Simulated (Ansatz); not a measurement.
Wavefunction ladder for ClH8NSi3, SMILES `[SiH3]N[SiH2][SiH2]Cl`

```tsv
atom	x (Å)	y (Å)	z (Å)
Si1	1.4658	0.5039	-1.2625
N2	-0.0573	-0.3046	-1.3553
Si3	-0.9977	-0.9811	-0.0762
Si4	-0.6784	0.2164	1.9158
Cl5	-0.7590	2.2373	1.4910
H6	1.8498	0.5186	0.1720
H7	1.3912	1.8955	-1.7797
H8	2.5173	-0.2104	-2.0373
H9	-0.4527	-0.4097	-2.2791
H10	-2.4371	-0.9054	-0.4494
H11	-0.6937	-2.4174	0.2010
H12	-1.7689	-0.0900	2.8784
H13	0.6208	-0.0531	2.5814
```

Charge 0, multiplicity 1. All single points use the PBE0-D4/def2-TZVP geometry. It is one conformer, not always the lowest. Frozen core, restricted reference, the Gaussian-basis code of Ansatz. CBS rows extrapolate triple and quadruple zeta; past MP2 they add the triple-zeta difference.

| basis | HF (Eh) | MP2 corr. | CCSD corr. | (T) | CCSD(T) total |
| --- | --- | --- | --- | --- | --- |
| def2-SVP | -1385.03321 | -0.59809 | -0.67495 | -0.01689 | -1385.72505 |
| def2-TZVPP | -1385.57475 | -0.77435 | -0.85099 | -0.03241 | -1386.45815 |
| def2-QZVPP | -1385.61788 | -0.83776 | – | – | – |
| CBS(def2) | -1385.62383 | -0.88474 | -0.96137 | as TZ | -1386.61761 |
